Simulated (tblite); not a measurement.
C₆H₇O₃ (doublet state).
Structure used (GFN2-xTB), in Å, numbered top down from 1:
```xyz
16
C6H7O3 angstrom
O     -1.757    0.413    2.471
C     -1.302    0.252    1.339
C     -2.110    0.024    0.189
C     -1.556   -0.160   -1.162
O     -0.148   -0.237   -1.274
C      0.609    0.034   -0.192
C      2.081    0.005   -0.535
O      2.928    0.006    0.575
C      0.137    0.277    1.041
H     -3.184    0.021    0.286
H     -1.889    0.666   -1.818
H     -1.954   -1.083   -1.618
H      2.264   -0.862   -1.188
H      2.330    0.907   -1.104
H      2.731   -0.758    1.130
H      0.814    0.504    1.847
```

Calculated harmonic vibrations of the isolated species, GFN2-xTB (tblite), most abundant isotopes, no scaling. This tight-binding method is rough: wavenumbers can miss measured ones by several per cent, in bad cases by 10 to 20. One conformer, not necessarily the lowest. Open shells enter through the occupations alone, without spin polarisation, and single modes of such species can be off by tens of per cent.

Harmonic wavenumbers (cm⁻¹): 59.8, 98.1, 136.9, 159.1, 181.9, 343.1, 387.3, 456.7, 459.6, 472.3, 527.6, 556.9, 679.5, 719.3, 837.3, 860.4, 896.5, 928.8, 963.8, 977.7, 1078.4, 1126.3, 1144.3, 1149.7, 1159.0, 1196.1, 1259.6, 1292.3, 1309.3, 1338.2, 1358.8, 1416.3, 1442.2, 1601.3, 1644.8, 2770.6, 2844.0, 2867.2, 2955.5, 3108.5, 3122.3, 3533.5.

A = 2735, B = 1265, C = 878.5 MHz; mass 127.040 u (most abundant isotopes); point group C1, symmetry number 1; spin multiplicity 2.

Task: Zero-point energy?

Result: Half the sum of the wavenumbers: 25710 cm⁻¹ = 307.57 kJ/mol.

Task: Give the ideal-gas entropy at 298.15 K and 1 bar in the rigid-rotor, harmonic-oscillator model (classical rotation).

Result: Translation 169.27, rotation 121.54, vibration 97.09, spin (R ln 2) 5.76: S = 393.7 J/(mol K).

Task: And Cp and H(298.15 K) − H(0)?

Result: Cp = 142.38 J/(mol K), of which vibrations give 109.12 (their classical limit is 42 R = 349.2); H(298.15 K) − H(0) = 25.72 kJ/mol without the zero-point energy, 15.81 from vibrations.

Task: How do the functions run with temperature in this model?

Result: 
```tsv
T (K)	S (J/(mol K))	Cp (J/(mol K))	H − H(0) (kJ/mol)	G − H(0) (kJ/mol)	ln q(vib)
100	286.3	68.9	4.96	-23.68	1.18
200	344.9	104.7	13.61	-55.37	3.22
300	394.6	143.1	25.99	-92.38	5.34
500	484.4	210.7	61.74	-180.46	9.67
800	598.3	272.6	135.18	-343.47	16.02
1000	662.0	297.9	192.38	-469.65	19.98
```

q(vib) and H(0) count from the zero-point level.

Task: What must be added to the electronic energy to get the Gibbs energy at 298.15 K and 1 bar?

Result: ZPE + [H(298.15 K) − H(0)] − T·S = 307.57 + 25.72 − 117.37 = 215.92 kJ/mol.

Hindered rotation and anharmonicity are outside this model. Other conformers, if any are populated, would add a mixing term that is left out. The structure is chiral; the term R ln 2 for an equal mix with its mirror image is left out.
